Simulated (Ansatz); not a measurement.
Reaction (isomerisation): `BCCCl` → `CB(C)Cl`

Gas-phase electronic energies from Ansatz, PBE0-D4/def2-TZVP geometries. CBS: MP2 limit from def2 TZ/QZ plus the TZ coupled-cluster correction, frozen cores. DFT in def2-TZVPP. B3LYP here is the variant with VWN-RPA as its local correlation; programs differ in this. One conformer a species, not always the lowest.

`BCCCl`:

Z-matrix (Å, degrees):
```
C
C 1 1.511
B 1 1.555 2 116.8
H 1 1.107 2 108.6 3 -116.2
H 1 1.095 2 110.8 3 130.0
Cl 2 1.790 1 110.4 3 -65.6
H 2 1.089 1 113.1 3 175.7
H 2 1.090 1 111.6 3 52.3
H 3 1.197 1 119.9 2 167.0
H 3 1.197 1 120.9 2 -17.2
```

`CB(C)Cl`:

Cartesian coordinates in Å:
```
C 0.554 -1.202 -0.428
B 0.363 0.326 -0.192
C -0.842 0.943 0.580
Cl 1.589 1.428 -0.839
H -0.394 -1.746 -0.435
H 1.124 -1.590 0.428
H 1.128 -1.443 -1.323
H -0.622 1.901 1.052
H -1.634 1.129 -0.159
H -1.266 0.254 1.315
```

Problem. Is it downhill or uphill in electronic energy at CCSD(T)/CBS, and by how much? (An estimate is asked.)

Solution. Ansatz gave: Downhill: ΔE = -2.29 eV.

Problem. What do these levels give: B3LYP-D4, ωB97X-V, B2PLYP, PBE-QIDH, r2SCAN, LC-ωPBE, CCSD/def2-SVP, HF/def2-TZVPP, SCS-MP2/def2-TZVPP, CCSD/def2-TZVPP, SCS-MP2/def2-QZVPP, HF/CBS(def2)? (Best estimate.)

Solution. Computed: B3LYP-D4 -2.30, ωB97X-V -2.26, B2PLYP -2.31, PBE-QIDH -2.35, r2SCAN -2.41, LC-ωPBE -2.34, CCSD/def2-SVP -2.39, HF/def2-TZVPP -2.20, SCS-MP2/def2-TZVPP -2.26, CCSD/def2-TZVPP -2.28, SCS-MP2/def2-QZVPP -2.25, HF/CBS(def2) -2.19 eV.

Largest T1 diagnostic among the species: 0.010.

At CCSD(T), def2-SVP lies −0.10 eV from the extrapolated value and def2-TZVPP −0.01 eV. In def2-TZVPP, CCSD(T) changes the Hartree–Fock value by −0.10 eV (the triples alone add −0.01 eV) and MP2 by −0.15 eV.
